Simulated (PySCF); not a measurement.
H₂MoO₂S₂, SMILES [OH][Mo]([OH])(=[S])=[S], multiplicity 1.

Geometry: PBE0-D3(BJ)/def2-SVP. A frequency run showed that this geometry is not a minimum. The multiplicity is an assumed one; other spin states were not compared. The def2 effective core potentials stand for the cores of Mo; spin–orbit coupling is left out. One conformer was computed; it need not be the lowest.

Two levels are set side by side: PBE/def2-TZVP (PySCF) and B3LYP/def2-TZVP (PySCF). Same geometry, gas phase. Differences are taken from unrounded values.

```csv
quantity,PBE
orbital gap (eV),2.26
highest occupied level (eV),-6.00
lowest empty level (eV),-3.74
dipole moment (D),1.15
mean polarisability (bohr³),88.8
```

Question: These are the PBE values. What does B3LYP give? (Estimate from the structure and the level; the computed values follow.)

Answer: 
```
quantity                     B3LYP  PBE minus B3LYP
---------------------------  -----  ---------------
orbital gap (eV)              3.56            -1.30
highest occupied level (eV)  -6.85             0.85
lowest empty level (eV)      -3.29            -0.45
dipole moment (D)             0.93             0.22
mean polarisability (bohr³)   87.7              1.2
```

Without exact exchange PBE keeps part of each electron's self-repulsion, which lifts occupied levels and narrows the gap. Differences between two approximate levels are no errors against the true value.

Rough cost on one machine, each run with all the roots and properties that it gave: B3LYP against PBE within a factor of 2.
